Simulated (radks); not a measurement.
Values are calculated unless marked as measured or tabulated.
Sb, 51 electrons, occupied as [Kr] 4d9.5 5s2 5p3 5d0.5 (fractional occupations, a model configuration). Level of theory: scalar-relativistic Kohn-Sham, r2SCAN, spin-polarised, spherical densities, finite nucleus; open shells are filled with parallel spins first (spin-orbit coupling, left out, can overturn this in heavy ions); meta-GGA in the generalised Kohn-Sham scheme; Fermi nuclear charge, rms radius 4.6802 fm (a radial shooting solver on a logarithmic mesh with Libxc functionals). Some entries of the table are withheld. Estimate them.

orbital,occ.,eigenvalue (eV),<1/r> (bohr^-1)
1s up,1,-30366.71,54.32
1s down,1,-30366.59,54.32
2s up,1,-4643.011,12.43
2s down,1,-4642.787,12.43
2p up,3,-4165.943,11.91
2p down,3,-4165.711,11.91
3s up,1,-922.2081,4.438
3s down,1,-922.1015,4.437
3p up,3,-765.6228,4.217
3p down,3,-765.4695,4.216
3d up,5,-527.1672,3.976
3d down,5,-526.9247,3.976
4s up,1,-159.3292,1.755
4s down,1,-158.4957,1.753
4p up,3,(1),1.602
4p down,3,(2),1.601
4d up,5,-40.4409,1.305
4d down,4.5,-39.5290,1.311
5s up,1,-17.8479,0.5943
5s down,1,-14.8979,0.6063
5p up,3,-8.8272,(3)
5p down,0,-5.5719,(4)
5d up,0.5,-0.4118,0.1022

Answer. 
(1) 4p up eigenvalue (eV): -111.0159
(2) 4p down eigenvalue (eV): -110.2072
(3) 5p up <1/r> (bohr^-1): 0.4797
(4) 5p down <1/r> (bohr^-1): 0.4929
